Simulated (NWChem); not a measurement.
System: GeNH₅O₂; SMILES [NH2][GeH]([OH])[OH]

Input file for NWChem:

```
start job
memory heap 200 mb stack 900 mb global 1100 mb
geometry units angstroms noautoz
  Ge    -0.042387     0.009049     0.318163
  N     -0.117981    -1.642477    -0.435991
  O     -1.249695     1.127103    -0.339233
  O      1.492715     0.771018    -0.147248
  H     -0.206234    -0.122530     1.837391
  H     -0.628863    -2.341085     0.095943
  H     -0.428191    -1.666422    -1.403765
  H     -0.816442     1.871612    -0.773100
  H      2.153216     0.107937    -0.376449
end
basis spherical
  * library 6-31g*
end
dft
  xc becke88 perdew86
  iterations 150
  mulliken
end
task dft energy
```

Output (shortened):

```
             Northwest Computational Chemistry Package (NWChem) 7.3.0
             --------------------------------------------------------

 C1  symmetry detected

                             Geometry "geometry" -> ""
                             -------------------------

 Output coordinates in angstroms (scale by  1.889725989 to convert to a.u.)

  No.       Tag          Charge          X              Y              Z
 ---- ---------------- ---------- -------------- -------------- --------------
    1 Ge                  32.0000    -0.02293793    -0.01038322     0.27706860
    2 N                    7.0000    -0.19049335    -1.68488651    -0.40847114
    3 O                    8.0000    -1.23820330     1.11852947    -0.34622352
    4 O                    8.0000     1.50014936     0.68887810    -0.31028225
    5 H                    1.0000    -0.09482798    -0.08264175     1.80737024
    6 H                    1.0000    -0.68586169    -2.34865827     0.17976741
    7 H                    1.0000    -0.56124396    -1.73428629    -1.35371914
    8 H                    1.0000    -0.81289266     1.83394894    -0.83359220
    9 H                    1.0000     2.12672497    -0.00115458    -0.55467743

 Effective nuclear repulsion energy (a.u.)     322.2183130548

  perdew86 is a nonlocal functional; adding perdew81 local functional.

                                 NWChem DFT Module
                                 -----------------

 Summary of "ao basis" -> "ao basis" (spherical)
 ------------------------------------------------------------------------------
       Tag                 Description            Shells   Functions and Types
 ---------------- ------------------------------  ------  ---------------------
 Ge                          6-31g*                 12       32   5s4p3d
 N                           6-31g*                  6       14   3s2p1d
 O                           6-31g*                  6       14   3s2p1d
 H                           6-31g*                  2        2   2s

            General Information
            -------------------
          SCF calculation type: DFT
          Wavefunction type:  closed shell.
          No. of atoms     :     9
          No. of electrons :    60
           Alpha electrons :    30
            Beta electrons :    30
          Charge           :     0
          Spin multiplicity:     1
          Use of symmetry is: off; symmetry adaption is: off
          Maximum number of iterations: 150
          AO basis - number of functions:    84
                     number of shells:    40
          Convergence on energy requested:  1.00D-06
          Convergence on density requested:  1.00D-05
          Convergence on gradient requested:  5.00D-04

              XC Information
              --------------
                    Becke 1988 Exchange Functional  1.000
                Perdew 1981 Correlation Functional  1.000 local
                Perdew 1986 Correlation Functional  1.000 non-local

             Grid Information
             ----------------
          Grid used for XC integration:  medium
          Radial quadrature: Mura-Knowles
          Angular quadrature: Lebedev.
          Tag              B.-S. Rad. Rad. Pts. Rad. Cut. Ang. Pts.
          ---              ---------- --------- --------- ---------
          Ge                  1.25      112           8.0       590
          N                   0.65       49          10.0       434
          O                   0.60       49          10.0       434
          H                   0.35       45          11.0       434
          Grid pruning is: on
          Number of quadrature shells:   484
          Spatial weights used:  Erf1

      Superposition of Atomic Density Guess
      -------------------------------------

 Sum of atomic energies:       -2281.31504188

      Non-variational initial energy
      ------------------------------

 Total energy =   -2282.594923
 1-e energy   =   -3818.194724
 2-e energy   =    1213.381488
 HOMO         =      -0.354952
 LUMO         =       0.037875

     ---------------------------------------------
      Total Density - Mulliken Population Analysis
     ---------------------------------------------

    Atom       Charge   Shell Charges
 -----------   ------   -------------------------------------------------------
    1 Ge  32    30.68   2.00  2.00  6.00  2.00  5.99  0.97  1.25  0.08  0.17  6.90  2.96  0.35
    2 N    7     8.18   2.00  0.83  2.63  0.82  1.89  0.02
    3 O    8     9.06   2.00  0.94  3.13  0.92  2.07  0.01
    4 O    8     9.07   2.00  0.94  3.13  0.92  2.07  0.01
    5 H    1     0.98   0.44  0.54
    6 H    1     0.56   0.41  0.15
    7 H    1     0.57   0.41  0.16
    8 H    1     0.45   0.36  0.10
    9 H    1     0.45   0.36  0.10

   convergence    iter        energy       DeltaE   RMS-Dens  Diis-err
 ---------------- ----- ----------------- --------- --------- ---------
 d= 0,ls=0.0,diis     1  -2285.0985383612 -2.61D+03  2.43D-02  1.16D+00
 d= 0,ls=0.0,diis     2  -2284.8517965878  2.47D-01  1.58D-02  3.64D+00
 d= 0,ls=0.0,diis     3  -2285.2190424880 -3.67D-01  2.55D-03  9.73D-02
 d= 0,ls=0.0,diis     4  -2285.2240411416 -5.00D-03  1.49D-03  3.16D-02
 d= 0,ls=0.0,diis     5  -2285.2268382495 -2.80D-03  4.56D-04  4.13D-03
  Resetting Diis
 d= 0,ls=0.0,diis     6  -2285.2272682218 -4.30D-04  7.09D-05  1.38D-04
 d= 0,ls=0.0,diis     7  -2285.2272750061 -6.78D-06  4.95D-05  5.23D-06
 d= 0,ls=0.0,diis     8  -2285.2272735834  1.42D-06  3.28D-05  2.16D-05
 d= 0,ls=0.0,diis     9  -2285.2272755467 -1.96D-06  6.11D-06  3.86D-07
 d= 0,ls=0.0,diis    10  -2285.2272755895 -4.29D-08  5.60D-07  1.54D-08

         Total DFT energy =    -2285.227275589527
      One electron energy =    -3821.177972969518
           Coulomb energy =     1319.069443732715
    Exchange-Corr. energy =     -105.337059407571
 Nuclear repulsion energy =      322.218313054846

 Numeric. integr. density =       60.000011042947

                       DFT Final Molecular Orbital Analysis
                       ------------------------------------

 Vector   28  Occ=2.000000D+00  E=-2.529131D-01
              MO Center= -9.1D-01,  5.0D-01, -2.6D-01, r^2= 2.4D+00
   Bfn.  Coefficient  Atom+Function         Bfn.  Coefficient  Atom+Function
  ----- ------------  ---------------      ----- ------------  ---------------
    51      0.479229  3 O  pz                55      0.358382  3 O  pz
    50      0.237942  3 O  py                35      0.225987  2 N  px
    39      0.191779  2 N  px                38      0.185522  2 N  s
    54      0.181528  3 O  py                76     -0.147291  5 H  s
    49      0.104189  3 O  px                34      0.082973  2 N  s

 Vector   29  Occ=2.000000D+00  E=-2.466704D-01
              MO Center=  1.0D+00,  6.4D-01, -1.8D-01, r^2= 2.0D+00
   Bfn.  Coefficient  Atom+Function         Bfn.  Coefficient  Atom+Function
  ----- ------------  ---------------      ----- ------------  ---------------
    65      0.523479  4 O  pz                69      0.397288  4 O  pz
    63      0.240794  4 O  px                49      0.191552  3 O  px
    67      0.182922  4 O  px                76     -0.172555  5 H  s
    53      0.132975  3 O  px                50     -0.098320  3 O  py
    75     -0.095344  5 H  s                 17      0.076911  1 Ge pz

 Vector   30  Occ=2.000000D+00  E=-2.203824D-01
              MO Center= -2.1D-01, -1.1D+00, -3.2D-01, r^2= 2.6D+00
   Bfn.  Coefficient  Atom+Function         Bfn.  Coefficient  Atom+Function
  ----- ------------  ---------------      ----- ------------  ---------------
    35      0.447072  2 N  px                39      0.369438  2 N  px
    36     -0.236850  2 N  py                40     -0.204280  2 N  py
    50     -0.193593  3 O  py                51     -0.182174  3 O  pz
    54     -0.147682  3 O  py                55     -0.137503  3 O  pz
    76      0.128705  5 H  s                 38      0.111070  2 N  s

 Vector   31  Occ=0.000000D+00  E= 3.533543D-03
              MO Center=  1.5D-01,  6.3D-02, -2.4D-01, r^2= 4.8D+00
   Bfn.  Coefficient  Atom+Function         Bfn.  Coefficient  Atom+Function
  ----- ------------  ---------------      ----- ------------  ---------------
    14      0.740355  1 Ge s                 38     -0.661944  2 N  s
    66     -0.550316  4 O  s                 10     -0.516564  1 Ge s
    52     -0.474198  3 O  s                 76     -0.428309  5 H  s
    84      0.349954  9 H  s                 78      0.323176  6 H  s
    17     -0.264006  1 Ge pz                82      0.256931  8 H  s

 Vector   32  Occ=0.000000D+00  E= 2.859394D-02
              MO Center= -3.5D-03, -5.7D-02,  2.8D-01, r^2= 4.8D+00
   Bfn.  Coefficient  Atom+Function         Bfn.  Coefficient  Atom+Function
  ----- ------------  ---------------      ----- ------------  ---------------
    15      0.781990  1 Ge px                52      0.503421  3 O  s
    66     -0.472167  4 O  s                 11      0.468916  1 Ge px
    82     -0.321636  8 H  s                 39     -0.244749  2 N  px
    35     -0.208626  2 N  px                84      0.184321  9 H  s
    64      0.160442  4 O  py                 7     -0.158326  1 Ge px

 Vector   33  Occ=0.000000D+00  E= 3.197976D-02
              MO Center= -1.8D-01, -5.7D-01,  2.1D-01, r^2= 5.6D+00
   Bfn.  Coefficient  Atom+Function         Bfn.  Coefficient  Atom+Function
  ----- ------------  ---------------      ----- ------------  ---------------
    38      1.044766  2 N  s                 16      0.860069  1 Ge py
    80     -0.444329  7 H  s                 12      0.360176  1 Ge py
    78     -0.344414  6 H  s                 52     -0.288991  3 O  s
    14     -0.261251  1 Ge s                 66     -0.246399  4 O  s
    84      0.177945  9 H  s                 34      0.162041  2 N  s

     ---------------------------------------------
      Total Density - Mulliken Population Analysis
     ---------------------------------------------

    Atom       Charge   Shell Charges
 -----------   ------   -------------------------------------------------------
    1 Ge  32    31.48   2.00  2.00  6.00  2.00  5.99  1.17  1.79 -0.01  0.22  6.86  2.93  0.53
    2 N    7     7.76   2.00  0.78  2.49  0.83  1.64  0.02
    3 O    8     8.64   2.00  0.91  2.90  0.95  1.87  0.02
    4 O    8     8.65   2.00  0.91  2.90  0.95  1.88  0.02
    5 H    1     0.98   0.48  0.50
    6 H    1     0.67   0.50  0.16
    7 H    1     0.66   0.50  0.16
    8 H    1     0.58   0.47  0.11
    9 H    1     0.58   0.47  0.11

     -------------------------------------------
      Total Density - Lowdin Population Analysis
     -------------------------------------------

    Atom       Charge   Shell Charges
 -----------   ------   -------------------------------------------------------
    1 Ge  32    31.65   2.00  2.00  5.99  1.97  5.89  0.74  1.59  0.27  0.55  6.66  3.08  0.91
    2 N    7     7.57   1.99  0.71  2.33  0.58  1.92  0.04
    3 O    8     8.48   1.99  0.87  2.75  0.72  2.12  0.03
    4 O    8     8.49   1.99  0.87  2.75  0.72  2.12  0.03
    5 H    1     0.98   0.47  0.52
    6 H    1     0.74   0.47  0.28
    7 H    1     0.74   0.47  0.28
    8 H    1     0.67   0.44  0.22
    9 H    1     0.67   0.44  0.22

     Multipole analysis of the density
     ---------------------------------

     L   x y z        total         alpha         beta         nuclear
     -   - - -        -----         -----         ----         -------
     0   0 0 0     -0.000000    -30.000000    -30.000000     60.000000

     1   1 0 0      0.082498      0.041249      0.041249      0.000000
     1   0 1 0     -0.656665     -0.328332     -0.328332      0.000000
     1   0 0 1     -0.220140     -0.110070     -0.110070      0.000000

     2   2 0 0    -27.475202    -78.941239    -78.941239    130.407276
     2   1 1 0      1.057324     -0.436873     -0.436873      1.931069
     2   1 0 1     -0.184316     -0.110307     -0.110307      0.036299
     2   0 2 0    -24.258416    -93.504447    -93.504447    162.750477
     2   0 1 1     -0.758837     -0.674933     -0.674933      0.591029
     2   0 0 2    -24.330010    -32.676580    -32.676580     41.023150
```

Level: BP86/6-31G* (spherical d). All runs use the structure optimised with PBE0/def2-SVP.
